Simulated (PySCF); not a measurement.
ClF₂In. Atoms are numbered in the order given.

```xyz
4

In     0.0000     0.0000    -0.2524
F      0.0000    -1.6601    -1.2694
F      0.0000     1.6601    -1.2694
Cl     0.0000     0.0000     2.0714
```
Charge 0, spin multiplicity 1.

The structure is a stationary point at B3LYP-D3(BJ)/def2-SVP. The def2 effective core potentials stand for the cores of In; spin–orbit coupling is left out.

All values below come from PBE/def2-TZVPD (PySCF).

Computed frontier levels, gap, dipole moment and polarisability:
```yaml
highest_occupied_level: -8.42 eV
lowest_empty_level: -4.44 eV
orbital_gap: 3.98 eV
dipole_moment: 0.97 D
quadrupole, principal values (traceless, Buckingham form, about the centre of nuclear charge): -7.17, -3.72, 10.89 D·Å
mean_static_polarisability: 50.8 bohr³ (7.53 Å³)
polarisability_principal_values: 37.7, 49.8, 64.9 bohr³
```
